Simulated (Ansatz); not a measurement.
Relaxation of a periodic cell of 30 atoms, H6C3O (contents 3 CO + 3 C2H6, density as packed 0.64 g/cm³ with natural masses), to a largest force component of 0.3 eV/Å in at most 15 steps.

The calculation used DFT PBE, scalar-relativistic, plane waves, PAW in Ansatz. Settings: accuracy low, cutoff 420 eV, k mesh 1x1x1, fermi-dirac smearing 0.05 eV, no spin polarisation.

```xyz
30
Lattice="7.6631 0.0000 0.0000 0.0000 7.6631 0.0000 0.0000 0.0000 7.6631" Properties=species:S:1:pos:R:3
O 1.476 0.122 3.182
C 1.992 0.909 2.522
O 6.104 6.952 4.165
C 6.829 7.035 3.276
O 6.751 3.019 2.231
C 7.184 3.925 1.668
C 0.872 2.341 7.030
C 1.975 1.289 7.045
H 1.282 3.341 6.869
H 0.150 2.145 6.233
H 0.326 2.354 7.977
H 1.565 0.289 7.206
H 2.521 1.275 6.098
H 2.697 1.484 7.842
C 3.982 5.343 1.622
C 2.713 4.938 2.362
H 4.012 4.905 0.621
H 4.046 6.429 1.511
H 4.875 5.011 2.157
H 2.682 5.376 3.363
H 1.820 5.271 1.827
H 2.649 3.853 2.473
C 7.067 6.143 7.472
C 5.681 5.667 7.053
H 7.170 6.147 8.560
H 7.847 5.494 7.067
H 7.261 7.158 7.116
H 5.577 5.663 5.965
H 5.487 4.652 7.409
H 4.901 6.316 7.458
```

Question: Where does it end, and by what steps?

Answer: It converged. The threshold is loose, so the end isn't yet a minimum. The force dipped under the threshold on the way, but the program's further checks kept it going. Limits of this set-up: coarse k mesh, low accuracy level. After 14 steps the energy has fallen by 1.428 eV; O3 moved furthest, 1.25 Å.

```
step  energy less start (eV)  largest force component (eV/Å)  accepted
   0                  0.0000                           1.822       yes
   1                 -0.6176                           1.905       yes
   2                 -0.8293                           3.048       yes
   3                 -1.0154                           2.415       yes
   4                 -1.1760                           0.842       yes
   5                 -1.2531                           1.116       yes
   6                 -1.2865                           1.268       yes
   7                 -1.3593                           0.205       yes
   8                 -1.3593                           0.205       yes
   9                 -1.3884                           0.321       yes
  10                 -1.3581                           2.435        no
  11                 -1.4034                           0.164       yes
  12                 -1.4058                           1.355       yes
  13                 -1.4281                           0.126       yes
  14                 -1.4281                           0.126       yes
```

```xyz
30
Lattice="7.6631 0.0000 0.0000 0.0000 7.6631 0.0000 0.0000 0.0000 7.6631" Properties=species:S:1:pos:R:3
O 1.208 0.529 3.602
C 2.085 1.056 3.110
O 5.098 7.692 4.077
C 5.789 7.295 3.267
O 6.523 3.090 3.432
C 6.719 3.281 2.328
C 1.448 2.417 6.771
C 2.609 1.439 6.935
H 1.807 3.432 6.549
H 0.779 2.120 5.952
H 0.835 2.478 7.681
H 2.250 0.416 7.114
H 3.246 1.412 6.039
H 3.252 1.717 7.782
C 3.369 5.214 1.705
C 2.449 4.932 2.890
H 3.050 4.662 0.810
H 3.386 6.280 1.442
H 4.405 4.915 1.917
H 2.778 5.457 3.798
H 1.419 5.252 2.681
H 2.426 3.860 3.125
C 7.145 6.198 7.000
C 5.995 5.278 6.592
H 7.051 6.519 8.047
H 8.116 5.693 6.895
H 7.176 7.106 6.381
H 6.104 4.922 5.557
H 5.949 4.390 7.237
H 5.027 5.794 6.666
```

Whether the end is a true minimum wasn't checked by a vibrational analysis.

The run took 33 s on 1 thread of Arm Neoverse V2, on a shared host, peak memory 0.42 GiB.
